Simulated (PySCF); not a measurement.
F4HNbS, SMILES [Nb]([SH])([F])([F])([F])[F], multiplicity 1.

Coordinates come from a PBE-D3(BJ)/def2-SVP optimisation. The multiplicity is an assumed one; no other spin state was optimised. The structure was generated by enumeration; whether it is a known compound was not checked. The def2 effective core potentials stand for the cores of Nb; spin–orbit coupling is left out. Other conformers were not sampled.

Two levels are set side by side: PBE/def2-TZVP (PySCF) and CAM-B3LYP/def2-TZVP (PySCF). Same geometry, gas phase. Differences are taken from unrounded values.

```csv
quantity,PBE
orbital gap (eV),2.92
highest occupied level (eV),-7.41
lowest empty level (eV),-4.50
dipole moment (D),0.94
mean polarisability (bohr³),62.9
```

These are the PBE values. What does CAM-B3LYP give? (The exact figures need the calculation; the answer reports its results.)


```csv
quantity,CAM-B3LYP,PBE minus CAM-B3LYP
orbital gap (eV),7.36,-4.45
highest occupied level (eV),-10.04,2.63
lowest empty level (eV),-2.68,-1.82
dipole moment (D),1.06,-0.12
mean polarisability (bohr³),59.5,3.4
```

Without exact exchange PBE keeps part of each electron's self-repulsion, which lifts occupied levels and narrows the gap. PBE's more diffuse valence density responds more strongly to a field. Differences between two approximate levels are no errors against the true value.

Rough cost on one machine, each run with all the roots and properties that it gave: CAM-B3LYP against PBE within a factor of 2.
